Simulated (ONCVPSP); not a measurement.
**What the settings do to the ONCV potential of aluminium (Al)**

Base potential:

- Element: Al (Z = 13)
- Generator: ONCVPSP 4.0.1
- Type: optimised norm-conserving Vanderbilt (ONCV)
- Functional: PBE
- Relativity: scalar-relativistic
- Frozen core: [Ne]
- Valence charge: 3
- Reference configuration: 3s2 3p0.5 (charge +0.5)
- Partial waves: 3s: rc 2.00 bohr, ncon 4, nbas 7, qcut 3.9 1/bohr, 2 projectors, debl 1.2 Ha; 3p: rc 2.40 bohr, ncon 5, nbas 8, qcut 3.3 1/bohr, 2 projectors, debl 0.5 Ha; d scattering state at 0.11 Ha: rc 2.35 bohr, ncon 3, nbas 8, qcut 4.3 1/bohr, 2 projectors, debl 1.9 Ha
- Local potential: polynomial inside 1.40 bohr (lpopt 4, dvloc0 6 Ha)
- Core correction: polynomial model core, fcfact 0.75

All-electron outer shells of the reference configuration (PBE, scalar-relativistic, ld1.x):

```csv
shell,level (eV),outermost node (bohr),outermost maximum (bohr)
2s,-112.00,0.16,0.50
2p,-73.49,–,0.43
3s,-11.09,0.80,2.06
3p,-5.70,0.81,2.52
```

Cutoffs, loose and tight: the cutoffs (Ha) at which the residual kinetic energy of the hardest occupied pseudo-wave falls to 1 and 0.1 mHa per electron. They do not see the model core or the augmentation charge, which bear on the density cutoff. Test errors are all-electron minus pseudo excitation energies from the reference, over the configurations 3s2 3p1; 3s2 3p0; 3s1 3p0; 3s0 3p3. A dash means not determined; rows that change the core or the reference have their own tests.

For the base: The cutoffs count occupied waves only; projector 2 of the d channel, the hardest unoccupied one, needs 24 Ha at the loose tolerance.

A true bound ghost makes a file unfit for plane-wave use even where its test errors are small: the radial tests pick states by their node count and pass the ghost by.

| change | outcome | cutoff, loose | cutoff, tight | bound ghosts | GHOST(+) flags above zero | largest test error (meV) |
| --- | --- | --- | --- | --- | --- | --- |
| base | generated | 5.8 Ha | 7.8 Ha | none | p | +7.8 |
| all radii but the core radius scaled by about 0.80 (s 1.60, p 1.92, d 1.88 bohr); local potential polynomial inside 1.12 bohr (lpopt 4, dvloc0 6 Ha) | generated | 5.7 Ha | 42 Ha | s, p | none | +4.6 |
| all radii but the core radius scaled by about 0.87 (s 1.74, p 2.10, d 2.06 bohr); local potential polynomial inside 1.22 bohr (lpopt 4, dvloc0 6 Ha) | generated | 5.7 Ha | 7.6 Ha | none | p | +7.2 |
| all radii but the core radius scaled by about 0.95 (s 1.90, p 2.28, d 2.24 bohr); local potential polynomial inside 1.34 bohr (lpopt 4, dvloc0 6 Ha) | generated | 5.8 Ha | 7.8 Ha | none | p | +7.9 |
| all radii but the core radius scaled by about 1.11 (s 2.22, p 2.66, d 2.60 bohr); local potential polynomial inside 1.56 bohr (lpopt 4, dvloc0 6 Ha) | generated | 5.5 Ha | 7.3 Ha | none | none | -6.3 |
| all radii but the core radius scaled by about 1.18 (s 2.36, p 2.84, d 2.78 bohr); local potential polynomial inside 1.66 bohr (lpopt 4, dvloc0 6 Ha) | generated | 5.3 Ha | 7.0 Ha | none | none | -9.6 |
| all radii but the core radius scaled by about 1.23 (s 2.46, p 2.96, d 2.88 bohr); local potential polynomial inside 1.72 bohr (lpopt 4, dvloc0 6 Ha) | generated | 5.1 Ha | 6.7 Ha | none | none | -13 |

Task: What comes out with this change to the base: all radii but the core radius scaled by about 1.29 (s 2.58, p 3.10, d 3.04 bohr); local potential polynomial inside 1.80 bohr (lpopt 4, dvloc0 6 Ha)?

Result: outcome: generated; cutoff, loose: 4.9 Ha; cutoff, tight: 6.4 Ha; bound ghosts: none; GHOST(+) flags above zero: none; largest test error (meV): -19.

Reading the sweep of the scale of all radii but the core radius (base = 1) (base included, trends over the rows without a ghost): The loose cutoff stays near 5.5 Ha. The median size of the test errors (rows with all tests solved) is not monotonic: lowest 0.6 meV at 1.23, highest 2.8 meV at 1.11. Bound ghosts are found at 0.8.
